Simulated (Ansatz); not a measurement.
Calculated with Ansatz (gas phase, PBE0-D4/def2-TZVP geometries, no zero-point term in ΔE). CCSD(T)/CBS is the MP2 limit (def2-TZVPP, def2-QZVPP) plus CCSD(T) − MP2 in def2-TZVPP, frozen cores. This one scheme is used for every species. Functionals use def2-TZVPP. HSE06 is defined as in plane-wave codes. For Ge outer-core shells are correlated without core-valence functions, which leaves a few kJ/mol of doubt a bond. Scalar relativity is left out up to krypton. One conformer a species, not always the lowest.

Reaction (ligand exchange at a B–C bond): `CCB(O)O` + `[OH][GeH3]` → `OB(O)[O][GeH3]` + `CC`

```tsv
level	ΔE (kJ/mol)	difference from CCSD(T)/CBS
LDA (SPW92)	-125.1	7.8
PBE-D4	-124.1	8.8
r2SCAN-D4	-134.5	-1.6
B97M-V	-137.1	-4.2
r2SCANh-D4	-135.6	-2.7
HSE06-D4	-129.7	3.2
CAM-B3LYP-D4	-139.0	-6.1
ωB97M-V	-133.1	-0.2
B2PLYP	-137.6	-4.7
PBE-QIDH	-134.7	-1.8
revPBE	-123.8	9.1
HSE06	-129.6	3.3
MP2/def2-SVP	-151.8	-18.9
CCSD(T)/def2-TZVPP	-136.0	-3.1
HF/def2-QZVPP	-155.3	-22.4
SCS-MP2/def2-QZVPP	-136.6	-3.7
CCSD(T)/CBS	-132.9	0
```

Largest T1 diagnostic among the species: 0.012.

At CCSD(T), def2-SVP lies −18.5 kJ/mol from the extrapolated value and def2-TZVPP −3.1 kJ/mol. In def2-TZVPP, CCSD(T) changes the Hartree–Fock value by +19.3 kJ/mol (the triples alone add +2.2 kJ/mol) and MP2 by +19.9 kJ/mol. From BLYP to BHLYP (50 % exact exchange), in def2-TZVPP and without D4, ΔE moves by −11.0 kJ/mol.
